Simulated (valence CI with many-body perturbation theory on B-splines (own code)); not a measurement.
# E1 transitions of Pb⁶⁹⁺

Level of theory: configuration interaction combined with many-body perturbation theory (CI+MBPT): three valence electrons over a frozen Dirac-Fock core [Ne], a basis of 11 s, 11 p, 9 d, 7 f, 5 g, 2 h, 1 i functions for each j, with the one-electron correlation potential Σ1, the two-electron term Σ2, the three-electron term Σ3, Breit, model QED; selected CI, second order for the rest (own B-spline code, finite nucleus).

The last digits are not significant, and no measured levels were compared; by estimate large intervals hold to a few tenths of a per cent, small ones and those within an open d or f shell to about a per cent.

Lines 151 to 200 of 248 in falling wavelength, among levels below 153.51 Ry, chosen from the strongest by gf and those to the six lowest levels. Wavelengths and rates use the calculated energies. Electric multipoles are in the length gauge, E1 and E2 with the static RPA response of the core. Weak lines are less certain than strong ones. Lines between different terms over intervals too small for the method are left out, as are lines whose strength nearly cancels. The highest levels of a list are the least certain.

Levels are named by their leading jj configuration (3d3/2^4 stands for four electrons in 3d with j = 3/2), which in mixed levels can hold well under half, so a name can repeat and another be missing. Letters in brackets count levels of one name in rising energy.

| λ vac (nm) | Upper | Lower | A (s⁻¹) | S (a.u.) with core polarisation | S without |
| --- | --- | --- | --- | --- | --- |
| 1.491 | (3p1/2 3p3/2^2) J=3/2 | (3s 3p1/2 3p3/2) J=3/2 [a] | 2.98e+12 | 1.95e-02 | 1.97e-02 |
| 1.486 | (3s 3d3/2^2) J=5/2 | (3s 3p1/2 3d3/2) J=3/2 [c] | 7.66e+12 | 7.44e-02 | 7.54e-02 |
| 1.482 | (3s 3p3/2 3d3/2) J=3/2 [a] | (3s 3p1/2 3p3/2) J=5/2 | 4.79e+11 | 3.08e-03 | 3.12e-03 |
| 1.479 | (3s 3d3/2 3d5/2) J=5/2 [a] | (3s 3p1/2 3d5/2) J=7/2 | 7.84e+11 | 7.51e-03 | 7.62e-03 |
| 1.478 | (3s 3d3/2 3d5/2) J=7/2 [a] | (3s 3p1/2 3d5/2) J=7/2 | 3.90e+12 | 4.97e-02 | 5.04e-02 |
| 1.475 | (3p1/2 3p3/2 3d3/2) J=3/2 [b] | (3s 3p1/2 3d3/2) J=3/2 [b] | 1.77e+12 | 1.12e-02 | 1.14e-02 |
| 1.473 | (3p1/2 3p3/2 3d3/2) J=5/2 [b] | (3s 3p1/2 3d3/2) J=3/2 [b] | 2.29e+12 | 2.17e-02 | 2.20e-02 |
| 1.471 | (3s 3p3/2 3d3/2) J=3/2 [b] | (3s 3p1/2 3p3/2) J=1/2 | 3.20e+12 | 2.01e-02 | 2.04e-02 |
| 1.470 | (3s 3p3/2 3d3/2) J=5/2 [a] | (3s 3p1/2 3p3/2) J=5/2 | 5.05e+12 | 4.76e-02 | 4.82e-02 |
| 1.468 | (3s 3p3/2 3d3/2) J=7/2 | (3s 3p1/2 3p3/2) J=5/2 | 3.85e+12 | 4.81e-02 | 4.88e-02 |
| 1.468 | (3p1/2 3p3/2 3d5/2) J=3/2 [b] | (3s 3p1/2 3d5/2) J=5/2 [a] | 9.38e+11 | 5.85e-03 | 5.93e-03 |
| 1.465 | (3p1/2 3p3/2 3d3/2) J=1/2 [b] | (3s 3p1/2 3d3/2) J=3/2 [b] | 2.53e+12 | 7.85e-03 | 7.96e-03 |
| 1.461 | (3s 3d3/2 3d5/2) J=5/2 [b] | (3s 3p1/2 3d5/2) J=3/2 | 2.44e+12 | 2.25e-02 | 2.28e-02 |
| 1.457 | (3p1/2 3p3/2^2) J=1/2 | (3s 3p1/2 3p3/2) J=3/2 [a] | 1.40e+12 | 4.26e-03 | 4.32e-03 |
| 1.454 | (3s 3p1/2 3d3/2) J=1/2 | (3s 3p1/2^2) J=1/2 | 5.43e+12 | 1.65e-02 | 1.67e-02 |
| 1.453 | (3s 3d3/2 3d5/2) J=5/2 [b] | (3s 3p1/2 3d5/2) J=5/2 [b] | 3.75e+12 | 3.40e-02 | 3.45e-02 |
| 1.452 | (3s 3d3/2 3d5/2) J=7/2 [b] | (3s 3p1/2 3d5/2) J=5/2 [b] | 4.25e+12 | 5.14e-02 | 5.21e-02 |
| 1.450 | (3s 3d3/2 3d5/2) J=5/2 [a] | (3s 3p1/2 3d5/2) J=5/2 [a] | 3.12e+12 | 2.82e-02 | 2.85e-02 |
| 1.449 | (3s 3p3/2 3d3/2) J=3/2 [b] | (3s 3p1/2 3p3/2) J=3/2 [b] | 4.97e+12 | 2.98e-02 | 3.03e-02 |
| 1.449 | (3p1/2 3p3/2 3d3/2) J=3/2 [b] | (3s 3p1/2 3d3/2) J=3/2 [a] | 5.15e+12 | 3.09e-02 | 3.13e-02 |
| 1.449 | (3s 3d3/2 3d5/2) J=3/2 [b] | (3s 3p1/2 3d5/2) J=3/2 | 4.55e+12 | 2.73e-02 | 2.77e-02 |
| 1.448 | (3s 3d3/2 3d5/2) J=7/2 [a] | (3s 3p1/2 3d5/2) J=5/2 [a] | 1.46e+12 | 1.75e-02 | 1.78e-02 |
| 1.448 | (3s 3d3/2^2) J=1/2 | (3s 3p1/2 3d3/2) J=3/2 [c] | 6.80e+12 | 2.04e-02 | 2.07e-02 |
| 1.447 | (3s 3d3/2 3d5/2) J=9/2 | (3s 3p1/2 3d5/2) J=7/2 | 5.79e+12 | 8.65e-02 | 8.77e-02 |
| 1.446 | (3s 3p3/2 3d3/2) J=3/2 [a] | (3s 3p1/2 3p3/2) J=3/2 [a] | 5.04e+12 | 3.01e-02 | 3.05e-02 |
| 1.442 | (3s 3p3/2 3d3/2) J=1/2 [a] | (3s 3p1/2 3p3/2) J=3/2 [a] | 2.64e+12 | 7.82e-03 | 7.93e-03 |
| 1.441 | (3s 3d3/2 3d5/2) J=3/2 [b] | (3s 3p1/2 3d5/2) J=5/2 [b] | 2.07e+12 | 1.22e-02 | 1.24e-02 |
| 1.440 | (3p1/2 3p3/2 3d3/2) J=1/2 [b] | (3s 3p1/2 3d3/2) J=3/2 [a] | 1.65e+12 | 4.86e-03 | 4.93e-03 |
| 1.438 | (3s 3p1/2 3d3/2) J=3/2 [c] | (3s 3p1/2^2) J=1/2 | 8.67e+12 | 5.09e-02 | 5.16e-02 |
| 1.437 | (3s 3d3/2 3d5/2) J=3/2 [a] | (3s 3p1/2 3d5/2) J=5/2 [a] | 3.78e+12 | 2.22e-02 | 2.25e-02 |
| 1.436 | (3s 3p3/2 3d3/2) J=1/2 [b] | (3s 3p1/2 3p3/2) J=1/2 | 5.77e+12 | 1.69e-02 | 1.71e-02 |
| 1.434 | (3s^2 3d3/2) J=3/2 | (3s^2 3p1/2) J=1/2 | 9.18e+12 | 5.35e-02 | 5.42e-02 |
| 1.434 | (3s 3p3/2 3d3/2) J=5/2 [a] | (3s 3p1/2 3p3/2) J=3/2 [a] | 1.46e+12 | 1.28e-02 | 1.30e-02 |
| 1.434 | (3s 3d3/2 3d5/2) J=5/2 [b] | (3s 3p1/2 3d5/2) J=7/2 | 4.14e+11 | 3.61e-03 | 3.66e-03 |
| 1.433 | (3s 3d3/2 3d5/2) J=7/2 [b] | (3s 3p1/2 3d5/2) J=7/2 | 2.49e+11 | 2.90e-03 | 2.94e-03 |
| 1.431 | (3s 3d3/2^2) J=1/2 | (3s 3p1/2 3d3/2) J=1/2 | 5.36e+12 | 1.55e-02 | 1.57e-02 |
| 1.431 | (3s 3d3/2 3d5/2) J=1/2 | (3s 3p1/2 3d5/2) J=3/2 | 7.65e+12 | 2.21e-02 | 2.24e-02 |
| 1.428 | (3s 3p3/2 3d3/2) J=5/2 [b] | (3s 3p1/2 3p3/2) J=3/2 [b] | 1.47e+12 | 1.27e-02 | 1.28e-02 |
| 1.425 | (3s 3d3/2^2) J=3/2 | (3s 3p1/2 3d3/2) J=3/2 [b] | 4.32e+12 | 2.47e-02 | 2.50e-02 |
| 1.416 | (3s 3d3/2^2) J=5/2 | (3s 3p1/2 3d3/2) J=5/2 | 4.25e+12 | 3.57e-02 | 3.62e-02 |
| 1.415 | (3s 3p3/2 3d3/2) J=1/2 [b] | (3s 3p1/2 3p3/2) J=3/2 [b] | 5.59e+10 | 1.56e-04 | 1.59e-04 |
| 1.412 | (3s 3p3/2 3d3/2) J=3/2 [b] | (3s 3p1/2 3p3/2) J=5/2 | 7.09e+08 | 3.94e-06 | 4.00e-06 |
| 1.406 | (3s 3d3/2 3d5/2) J=5/2 [b] | (3s 3p1/2 3d5/2) J=5/2 [a] | 4.37e+11 | 3.59e-03 | 3.64e-03 |
| 1.401 | (3s 3d3/2^2) J=3/2 | (3s 3p1/2 3d3/2) J=3/2 [a] | 7.51e+11 | 4.08e-03 | 4.14e-03 |
| 1.392 | (3s 3p3/2 3d3/2) J=5/2 [b] | (3s 3p1/2 3p3/2) J=5/2 | 7.54e+11 | 6.02e-03 | 6.10e-03 |
| 1.379 | (3s 3p3/2 3d3/2) J=3/2 [b] | (3s 3p1/2 3p3/2) J=3/2 [a] | 1.26e+11 | 6.52e-04 | 6.60e-04 |
| 1.359 | (3s 3p3/2 3d3/2) J=5/2 [b] | (3s 3p1/2 3p3/2) J=3/2 [a] | 2.97e+10 | 2.21e-04 | 2.24e-04 |
| 1.349 | (3s 3p3/2 3d3/2) J=1/2 [b] | (3s 3p1/2 3p3/2) J=3/2 [a] | 7.71e+09 | 1.87e-05 | 1.89e-05 |
| 1.308 | (3s 3p3/2 3d5/2) J=5/2 [a] | (3s 3p1/2 3p3/2) J=3/2 [b] | 6.95e+10 | 4.60e-04 | 4.67e-04 |
| 1.289 | (3s 3p3/2 3d5/2) J=3/2 [a] | (3s 3p1/2 3p3/2) J=3/2 [b] | 1.44e+11 | 6.08e-04 | 6.16e-04 |
